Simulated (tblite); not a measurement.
Parent: `[CH3:1][O:2][SiH2:3][C:4]([CH3:5])=[C:6]([F:7])[F:8]` with C1–O2–Si3–C4 180°, O2–Si3–C4–C5 0°, C4H8F2OSi.

The geometries are computed with GFN2-xTB (gas phase). One conformer each, not checked by frequencies here.

| coordinate of the parent | value |
| --- | --- |
| C1–O2 | 1.395 Å |
| O2–Si3 | 1.618 Å |
| Si3–C4 | 1.883 Å |
| C4–C5 | 1.496 Å |
| C4=C6 | 1.315 Å |
| C6–F7 | 1.338 Å |
| C6–F8 | 1.338 Å |
| C1–O2–Si3 | 128.0° |
| O2–Si3–C4 | 100.8° |
| Si3–C4–C5 | 122.3° |
| Si3–C4–C6 | 116.7° |
| C5–C4–C6 | 121.1° |
| C4–C6–F7 | 126.9° |
| C4–C6–F8 | 124.7° |
| F7–C6–F8 | 108.4° |

Task: How does the shared frame change in `[CH3:1][O:2][SiH2:3]/[C:4]([CH3:5])=[CH:6]\[F:7]` with C1–O2–Si3–C4 180°, O2–Si3–C4–C5 -2°, C4H9FOSi? Atoms pair as C1 = C1, O2 = O2, Si3 = Si3, C4 = C4, C5 = C5, C6 = C6, F8 = F7 (parent first).

Result: 
```json
{"parent": "C1–O2", "relative": "C1–O2", "value in the relative": "1.393 Å", "change": "-0.002"}
{"parent": "O2–Si3", "relative": "O2–Si3", "value in the relative": "1.623 Å", "change": "+0.005"}
{"parent": "Si3–C4", "relative": "Si3–C4", "value in the relative": "1.886 Å", "change": "+0.003"}
{"parent": "C4–C5", "relative": "C4–C5", "value in the relative": "1.495 Å", "change": "-0.001"}
{"parent": "C4=C6", "relative": "C4=C6", "value in the relative": "1.320 Å", "change": "+0.005"}
{"parent": "C6–F8", "relative": "C6–F7", "value in the relative": "1.352 Å", "change": "+0.014"}
{"parent": "C1–O2–Si3", "relative": "C1–O2–Si3", "value in the relative": "127.3°", "change": "-0.7"}
{"parent": "O2–Si3–C4", "relative": "O2–Si3–C4", "value in the relative": "101.4°", "change": "+0.6"}
{"parent": "Si3–C4–C5", "relative": "Si3–C4–C5", "value in the relative": "121.0°", "change": "-1.3"}
{"parent": "Si3–C4–C6", "relative": "Si3–C4–C6", "value in the relative": "118.8°", "change": "+2.1"}
{"parent": "C5–C4–C6", "relative": "C5–C4–C6", "value in the relative": "120.2°", "change": "-0.9"}
{"parent": "C4–C6–F8", "relative": "C4–C6–F7", "value in the relative": "121.7°", "change": "-3.0"}
```

Of the parent's bonds, C6–F8 changes most (+0.014 Å).

Task: How does the shared frame change in `[CH3:1][O:2][SiH2:3][C:4]([SiH2:5][CH3:6])=[C:7]([F:8])[F:9]` with C1–O2–Si3–C4 180°, O2–Si3–C4–Si5 -6°, Si3–C4–Si5–C6 -61°, C4H10F2OSi2? Atoms pair as C1 = C1, O2 = O2, Si3 = Si3, C4 = C4, C6 = C7, F7 = F9, F8 = F8 (parent first).

Result: 
```csv
parent,relative,value in the relative,change
C1–O2,C1–O2,1.393 Å,-0.002
O2–Si3,O2–Si3,1.621 Å,+0.003
Si3–C4,Si3–C4,1.878 Å,-0.005
C4=C6,C4=C7,1.309 Å,-0.006
C6–F7,C7–F9,1.337 Å,-0.001
C6–F8,C7–F8,1.342 Å,+0.004
C1–O2–Si3,C1–O2–Si3,127.4°,-0.6
O2–Si3–C4,O2–Si3–C4,100.0°,-0.8
Si3–C4–C6,Si3–C4–C7,115.8°,-0.9
C4–C6–F7,C4–C7–F9,127.1°,+0.2
C4–C6–F8,C4–C7–F8,125.8°,+1.1
F7–C6–F8,F9–C7–F8,107.1°,-1.3
```

Of the parent's bonds, Si3–C4 and C4–C6 change most and about equally (-0.006 to -0.005 Å). Bonds of the relative outside the shared frame: C4–Si5 1.895, Si5–C6 1.897 Å. Point group Cs → C1.

Task: How does the shared frame change in `[CH3:1][O:2][Si@H:3]([CH3:4])[C:5]([CH3:6])=[C:7]([F:8])[F:9]` with C1–O2–Si3–C4 -58°, O2–Si3–C5–C6 8°, C5H10F2OSi? Atoms pair as C1 = C1, O2 = O2, Si3 = Si3, C4 = C5, C5 = C6, C6 = C7, F7 = F9, F8 = F8 (parent first).

Result: 
```json
{"parent": "C1–O2", "relative": "C1–O2", "value in the relative": "1.396 Å", "change": "+0.001"}
{"parent": "O2–Si3", "relative": "O2–Si3", "value in the relative": "1.626 Å", "change": "+0.008"}
{"parent": "Si3–C4", "relative": "Si3–C5", "value in the relative": "1.887 Å", "change": "+0.004"}
{"parent": "C4–C5", "relative": "C5–C6", "value in the relative": "1.496 Å", "change": "0.000"}
{"parent": "C4=C6", "relative": "C5=C7", "value in the relative": "1.314 Å", "change": "-0.001"}
{"parent": "C6–F7", "relative": "C7–F9", "value in the relative": "1.338 Å", "change": "0.000"}
{"parent": "C6–F8", "relative": "C7–F8", "value in the relative": "1.338 Å", "change": "0.000"}
{"parent": "C1–O2–Si3", "relative": "C1–O2–Si3", "value in the relative": "127.8°", "change": "-0.2"}
{"parent": "O2–Si3–C4", "relative": "O2–Si3–C5", "value in the relative": "100.6°", "change": "-0.2"}
{"parent": "Si3–C4–C5", "relative": "Si3–C5–C6", "value in the relative": "122.0°", "change": "-0.3"}
{"parent": "Si3–C4–C6", "relative": "Si3–C5–C7", "value in the relative": "117.2°", "change": "+0.5"}
{"parent": "C5–C4–C6", "relative": "C6–C5–C7", "value in the relative": "120.8°", "change": "-0.3"}
{"parent": "C4–C6–F7", "relative": "C5–C7–F9", "value in the relative": "126.9°", "change": "0.0"}
{"parent": "C4–C6–F8", "relative": "C5–C7–F8", "value in the relative": "124.8°", "change": "+0.1"}
{"parent": "F7–C6–F8", "relative": "F9–C7–F8", "value in the relative": "108.3°", "change": "-0.1"}
```

Of the parent's bonds, O2–Si3 changes most (+0.008 Å). Bonds of the relative outside the shared frame: Si3–C4 1.902 Å. Point group Cs → C1.

Task: How does the shared frame change in `[CH3:1][CH2:2][C:3]([SiH2:4][O:5][CH3:6])=[C:7]([F:8])[F:9]` with C1–C2–C3–Si4 -72°, C2–C3–Si4–O5 -11°, C3–Si4–O5–C6 180°, C5H10F2OSi? Atoms pair as C1 = C6, O2 = O5, Si3 = Si4, C4 = C3, C5 = C2, C6 = C7, F7 = F8, F8 = F9 (parent first).

Result: 
```csv
parent,relative,value in the relative,change
C1–O2,C6–O5,1.395 Å,0.000
O2–Si3,O5–Si4,1.619 Å,+0.001
Si3–C4,Si4–C3,1.882 Å,-0.001
C4–C5,C3–C2,1.501 Å,+0.005
C4=C6,C3=C7,1.315 Å,0.000
C6–F7,C7–F8,1.337 Å,-0.001
C6–F8,C7–F9,1.338 Å,0.000
C1–O2–Si3,C6–O5–Si4,127.8°,-0.2
O2–Si3–C4,O5–Si4–C3,101.4°,+0.6
Si3–C4–C5,Si4–C3–C2,122.7°,+0.4
Si3–C4–C6,Si4–C3–C7,116.6°,-0.1
C5–C4–C6,C2–C3–C7,120.6°,-0.5
C4–C6–F7,C3–C7–F8,126.9°,0.0
C4–C6–F8,C3–C7–F9,124.8°,+0.1
F7–C6–F8,F8–C7–F9,108.3°,-0.1
```

Of the parent's bonds, C4–C5 changes most (+0.005 Å). Bonds of the relative outside the shared frame: C1–C2 1.527 Å. Point group Cs → C1.

Task: How does the shared frame change in `[CH3:1][C:2]([SiH2:3][OH:4])=[C:5]([F:6])[F:7]` with C1–C2–Si3–O4 -160°, C2–Si3–O4–H -40°, C3H6F2OSi? Atoms pair as O2 = O4, Si3 = Si3, C4 = C2, C5 = C1, C6 = C5, F7 = F6, F8 = F7 (parent first).

Result: 
| parent | relative | value in the relative | change |
| --- | --- | --- | --- |
| O2–Si3 | O4–Si3 | 1.615 Å | -0.003 |
| Si3–C4 | Si3–C2 | 1.898 Å | +0.015 |
| C4–C5 | C2–C1 | 1.497 Å | +0.001 |
| C4=C6 | C2=C5 | 1.315 Å | 0.000 |
| C6–F7 | C5–F6 | 1.338 Å | 0.000 |
| C6–F8 | C5–F7 | 1.343 Å | +0.005 |
| O2–Si3–C4 | O4–Si3–C2 | 112.8° | +12.0 |
| Si3–C4–C5 | Si3–C2–C1 | 118.3° | -4.0 |
| Si3–C4–C6 | Si3–C2–C5 | 121.8° | +5.1 |
| C5–C4–C6 | C1–C2–C5 | 119.9° | -1.2 |
| C4–C6–F7 | C2–C5–F6 | 126.9° | 0.0 |
| C4–C6–F8 | C2–C5–F7 | 125.0° | +0.3 |
| F7–C6–F8 | F6–C5–F7 | 108.0° | -0.4 |

Of the parent's bonds, Si3–C4 changes most (+0.015 Å). Point group Cs → C1.
